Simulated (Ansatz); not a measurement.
Ansatz (a quantum-chemistry and plane-wave program) input (r2SCAN/def2-TZVPD):

Ansatz 0.2 input:
```yaml
crystal:
  periodic: [false, false, false]
  atoms:
    - {symbol: C, position_ang: [3.56713732, 0.17161654, -0.25031964]}
    - {symbol: C, position_ang: [2.31819419, -0.67435079, -0.02067219]}
    - {symbol: C, position_ang: [1.04642427, 0.16112607, 0.09984468]}
    - {symbol: C, position_ang: [-0.21329984, -0.68916289, 0.32664294]}
    - {symbol: C, position_ang: [-1.45011539, 0.12494386, 0.48854747]}
    - {symbol: C, position_ang: [-2.53880805, 0.07758743, -0.36090398]}
    - {symbol: C, position_ang: [-3.68407315, 0.83587256, -0.23615753]}
    - {symbol: H, position_ang: [3.48148479, 0.75705404, -1.16888211]}
    - {symbol: H, position_ang: [3.72385236, 0.87223271, 0.57340634]}
    - {symbol: H, position_ang: [4.46095786, -0.44938058, -0.33361089]}
    - {symbol: H, position_ang: [2.20269097, -1.38846775, -0.84256203]}
    - {symbol: H, position_ang: [2.44198156, -1.27368841, 0.88726655]}
    - {symbol: H, position_ang: [0.91293011, 0.76200736, -0.80505789]}
    - {symbol: H, position_ang: [1.15415630, 0.87234561, 0.92570588]}
    - {symbol: H, position_ang: [-0.05298617, -1.30119179, 1.22419724]}
    - {symbol: H, position_ang: [-0.33547414, -1.38729521, -0.50669226]}
    - {symbol: H, position_ang: [-1.47987787, 0.81737523, 1.32614079]}
    - {symbol: H, position_ang: [-2.48400714, -0.61815323, -1.19549702]}
    - {symbol: H, position_ang: [-3.79926587, 1.54579516, 0.57339649]}
    - {symbol: H, position_ang: [-4.49919896, 0.74557044, -0.93970176]}
basis:
  gaussian:
    orbitals: def2-TZVPD
hamiltonian:
  xc: {name: r2SCAN}
magnetization: {spin_polarized: true, initial_magnetization: 1}
output: {forces: true}
```

Output:

```
Functional definition: r2SCAN
integrals: 0.43 GiB planned
1881 factors; their error is unknown
0.57 GiB of the device are held for the grids
2.56 GiB of device memory are held for the factors and their scratch space
mean field: 3.53 GiB planned
mean field evaluation 1: about -7448.2959 eV, gradient 6.3e1 eV
mean field evaluation 2: about -7432.4274 eV, gradient 8.2e1 eV
mean field evaluation 4: about -7467.6554 eV, gradient 8.3e0 eV
mean field evaluation 8: about -7468.0334 eV, gradient 3.2e-1 eV
mean field evaluation 16: about -7467.9378 eV, gradient 5.0e-3 eV
mean field -7467.93777932 eV, -274.4416514400 hartree, gradient 5.8e-5 eV, S^2 0.793838; 0 other end points of the search recorded, 0 dependent functions left out
the calculation of the forces begins
reference -7467.93780172 eV, -274.4416522633 hartree; 28, 27 occupied and 348, 349 virtual orbitals, 1881 factors
Total energy: -7467.93780172 eV, -274.4416522633 hartree
Atom 0 at     3.567137     0.171617    -0.250320 Å, force    -0.080718    -0.035916     0.013596 eV/Å
Atom 1 at     2.318194    -0.674351    -0.020672 Å, force     0.004861     0.088924    -0.007521 eV/Å
Atom 2 at     1.046424     0.161126     0.099845 Å, force     0.017011    -0.082482     0.011217 eV/Å
Atom 3 at    -0.213300    -0.689163     0.326643 Å, force    -0.004509     0.078980    -0.006449 eV/Å
Atom 4 at    -1.450115     0.124944     0.488547 Å, force     0.117737    -0.046656     0.000950 eV/Å
Atom 5 at    -2.538808     0.077587    -0.360904 Å, force     0.002509    -0.024404    -0.030986 eV/Å
Atom 6 at    -3.684073     0.835873    -0.236158 Å, force    -0.045391     0.032245     0.008805 eV/Å
Atom 7 at     3.481485     0.757054    -1.168882 Å, force    -0.008467     0.017678    -0.028502 eV/Å
Atom 8 at     3.723852     0.872233     0.573406 Å, force    -0.001068     0.021559     0.027159 eV/Å
Atom 9 at     4.460958    -0.449381    -0.333611 Å, force     0.025173    -0.019975    -0.002286 eV/Å
Atom 10 at     2.202691    -1.388468    -0.842562 Å, force    -0.012426    -0.038509    -0.044743 eV/Å
Atom 11 at     2.441982    -1.273688     0.887267 Å, force     0.000017    -0.032143     0.051945 eV/Å
Atom 12 at     0.912930     0.762007    -0.805058 Å, force    -0.005446     0.038357    -0.059336 eV/Å
Atom 13 at     1.154156     0.872346     0.925706 Å, force     0.008366     0.043692     0.053006 eV/Å
Atom 14 at    -0.052986    -1.301192     1.224197 Å, force     0.019617    -0.031076     0.051976 eV/Å
Atom 15 at    -0.335474    -1.387295    -0.506692 Å, force    -0.008652    -0.040995    -0.056143 eV/Å
Atom 16 at    -1.479878     0.817375     1.326141 Å, force    -0.001265     0.056990     0.065821 eV/Å
Atom 17 at    -2.484007    -0.618153    -1.195497 Å, force     0.007040    -0.054117    -0.059199 eV/Å
Atom 18 at    -3.799266     1.545795     0.573396 Å, force     0.004207     0.036414     0.049265 eV/Å
Atom 19 at    -4.499199     0.745570    -0.939702 Å, force    -0.038598    -0.008566    -0.038576 eV/Å
Dipole moment:     0.128623    -0.038916     0.015272 e Å
```

It need not be the lowest isomer of its formula.
